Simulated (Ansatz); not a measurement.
Consider the atomization: `C=N[SiH2]F` → C• + F• + 4 H• + N• + Si•.

Calculated with Ansatz (gas phase, PBE0-D4/def2-TZVP geometries, no zero-point term in ΔE). CCSD(T)/CBS is the MP2 limit (def2-TZVPP, def2-QZVPP) plus CCSD(T) − MP2 in def2-TZVPP, frozen cores. This one scheme is used for every species, atoms too. Functionals use def2-TZVPP. No spin–orbit coupling; open shells (•) take unrestricted orbitals. Spin–orbit coupling would lower the free atoms: a little for C, F, Si. Each species was taken in one conformer, which may not be the lowest.

(1) What is ΔE at CCSD(T)/CBS? (Best estimate.)

(2) What do these levels give: CAM-B3LYP-D4, ωB97M-V, r2SCAN0, MP2/def2-SVP, HF/def2-TZVPP, MP2/def2-TZVPP? (Estimate.)

Largest T1 diagnostic among the species: 0.013.

Answers

(1) Ansatz gave: +31.22 eV.

(2) Computed: CAM-B3LYP-D4 31.41, ωB97M-V 31.28, r2SCAN0 30.42, MP2/def2-SVP 29.41, HF/def2-TZVPP 22.35, MP2/def2-TZVPP 30.86 eV.

In def2-TZVPP, CCSD(T) changes the Hartree–Fock value by +7.93 eV (the triples alone add +0.49 eV) and MP2 by +8.51 eV; breaking electron pairs costs correlation energy, which Hartree–Fock lacks. From r2SCAN to r2SCAN0 (25 % exact exchange), in def2-TZVPP and without D4, ΔE moves by −0.63 eV: exact exchange takes away binding that semilocal exchange gives to molecules. At CCSD(T), def2-SVP lies −2.25 eV from the extrapolated value and def2-TZVPP −0.95 eV: correlation converges slowly with the basis, and small sets miss more of it in the bonded molecule than in its fragments.

For atomizations the MP2-based limit and the directly extrapolated one differ by several kJ/mol either way, and by 10 to 25 for some Ge, Se and Sn compounds, so smaller differences from it don't rank the levels.
